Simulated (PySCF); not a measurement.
Compound: C7H11NSi.
Structure used (PBE0-D3(BJ)/def2-SVP), in Å, numbered top down from 1:
```
atom  x, y, z in Å
C1     3.3745   -0.1767   -0.1937
C2     1.8841    0.0019   -0.1660
C3     1.0401   -0.9990    0.3261
C4    -0.3391   -0.8302    0.3859
C5    -0.9380    0.3620   -0.0518
N6    -2.3133    0.5420    0.0008
Si7   -3.5109   -0.5832    0.5871
C8    -0.0966    1.3688   -0.5509
C9     1.2801    1.1857   -0.6046
H10    3.6522   -1.2265   -0.3712
H11    3.8342    0.1238    0.7635
H12    3.8385    0.4334   -0.9828
H13    1.4713   -1.9428    0.6729
H14   -0.9583   -1.6435    0.7759
H15   -2.6329    1.4379   -0.3456
H16   -3.3013   -0.9311    2.0266
H17   -3.5122   -1.8626   -0.1876
H18   -4.8164    0.1168    0.4164
H19   -0.5344    2.3067   -0.9054
H20    1.9048    1.9910   -1.0026
```

Level of theory: TDDFT B3LYP/def2-SVPD, vertical, gas phase, core orbitals frozen in the response (PySCF 2.14.0, density-fitted response routines).

Kohn–Sham orbitals with the atoms that hold most of them (Löwdin shares over 4%, at most four atoms; ? is withheld):

```json
{"orbital": "LUMO+2", "ε (eV)": "0.10", "atoms": "Si7 32%, H15 15%, H18 11%, N6 10%"}
{"orbital": "LUMO+1", "ε (eV)": "-0.01", "atoms": "C2 19%, C5 19%, C9 10%, C4 9%"}
{"orbital": "LUMO", "ε (eV)": "-0.41", "atoms": "C3 19%, C8 18%, C9 17%, C4 16%"}
{"orbital": "HOMO", "ε (eV)": "?", "atoms": "?"}
{"orbital": "HOMO-1", "ε (eV)": "-6.97", "atoms": "?"}
{"orbital": "HOMO-2", "ε (eV)": "-8.25", "atoms": "N6 24%, C2 12%, C3 10%, Si7 9%"}
{"orbital": "HOMO-3", "ε (eV)": "-9.17", "atoms": "C3 12%, C2 12%, C9 11%, C4 10%"}
```

Problem. Which atoms hold the HOMO-1, and with what shares?

Solution. C4 (bonded to 2 C and H) 21%; C9 (bonded to 2 C and H) 20%; C8 (bonded to 2 C and H) 20%; C3 (bonded to 2 C and H) 19%.

Problem. Which atoms hold the HOMO, and with what shares?

Solution. N6 (bonded to C, Si and H) 24%; C2 (bonded to 3 C) 16%; C5 (bonded to 2 C and N) 13%; C8 (bonded to 2 C and H) 10%. By element: carbon 39% or more, nitrogen 24%.

Problem. What is the HOMO energy, and the HOMO–LUMO gap?

Solution. ε(HOMO) = -5.66 eV; the gap is 5.26 eV (0.1931 hartree).

Problem. The HOMO–LUMO gap is 5.26 eV. Where does the response calculation put the lowest singlet, and from which orbitals?

Solution. S1 is at 4.57 eV (f = 0.031), 0.69 eV below the gap, made of HOMO→LUMO (90%), HOMO-1→LUMO+1 (9%). Without the coupling terms of the response equations the lowest excitation would equal the gap.

Problem. Give energy, strength and leading configuration of S1 and S3, and follow the Löwdin shares of the leading atoms from the occupied to the empty orbital.

Solution. 
- S1 (4.57 eV, f 0.031), HOMO→LUMO (90%): N6 24% → at most 17%, C2 16% → at most 17%, C3 at most 10% → 19%, C8 10% → 18%
- S3 (5.26 eV, f 0.326), HOMO→LUMO+1 (89%): N6 24% → at most 9%, C2 16% → 19%, C5 13% → 19%

One conformer stands for the species.
